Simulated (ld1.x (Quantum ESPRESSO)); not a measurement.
# Before and after: TM semilocal potential for In

* Element: indium (In)
* Generator: ld1.x (Quantum ESPRESSO) 7.5
* Type: norm-conserving Troullier–Martins (semilocal form)
* Functional: PBE
* Relativity: scalar-relativistic
* Frozen core: [Kr]
* Valence charge: 13
* Reference configuration: 4d10 5s2 5p1
* Partial waves: 5s (bound): rc 2.25 bohr; 4d (bound): rc 1.80 bohr; 5p (bound): rc 3.10 bohr
* Local potential: the p channel
* Core correction: a·sin(br)/r model core, default radius (core density twice the valence density)

All-electron outer shells of the reference configuration (PBE, scalar-relativistic, ld1.x):

```
shell  level (eV)  outermost node (bohr)  outermost maximum (bohr)
   4s     -119.66                   0.41                      0.77
   4p      -78.13                   0.42                      0.82
   4d      -18.62                   0.40                      0.94
   5s       -8.21                   1.02                      2.16
   5p       -2.52                   1.14                      2.85
```

Change: all radii but the core radius scaled by about 1.19 (s 2.68, p 3.68, d 2.14 bohr).

Cutoffs: the cutoffs (Ry, on a coarse ladder) from which the occupation-weighted sum of valence levels, in a spherical-Bessel basis at the reference potential, stays within 10 and 1 mRy of its value at 400 Ry; they do not see the model core or the augmentation charge, which bear on the density cutoff. Errors are all-electron minus pseudo energies relative to the spin-unpolarised reference configuration.

Q: What does the change do?

A: The potential gets softer (70 Ry and 110 Ry → 55 Ry and 90 Ry); of the 7 tests that both files solve, the error grows in 5 and shrinks in 0 by more than 15 % and 0.3 meV (median size 2.7 → 6.4 meV); neither file shows a bound ghost. A larger radius leaves more room for a smooth pseudo-wave, so fewer plane waves are needed. More of the atom is replaced by a form fitted at one configuration, so other configurations suffer. A semilocal file is local in each channel, so a ghost entry of none says nothing of the separable form that plane-wave codes build from it.

| quantity | base | changed |
| --- | --- | --- |
| cutoff, loose | 70 Ry | 55 Ry |
| cutoff, tight | 110 Ry | 90 Ry |
| loose cutoff by channel (10 mRy a level) | s 8 Ry, d 55 Ry, p 6 Ry | s 8 Ry, d 50 Ry, p 6 Ry |
| bound ghosts | none | none |
| error for 4d10 5s2 5p0, meV [ΔE 5.36 eV] | -2.7 | -4.7 |
| error for 4d10 5s1 5p0, meV [ΔE 24.60 eV] | -19 | -30 |
| error for 4d10 5s0 5p0, meV [ΔE 52.92 eV] | -71 | -136 |
| error for 4d10 5s1 5p1, meV [ΔE 11.96 eV] | +0.2 | +6.4 |
| error for 4d10 5s2 5p1.3, meV [ΔE -0.53 eV] | +0.1 | +0.1 |
| error for 4d10 5s0 5p3, meV [ΔE 11.95 eV] | +5.8 | +18 |
| error for 4d10 5s2 5p0.5, meV [ΔE 1.94 eV] | -0.5 | -0.6 |
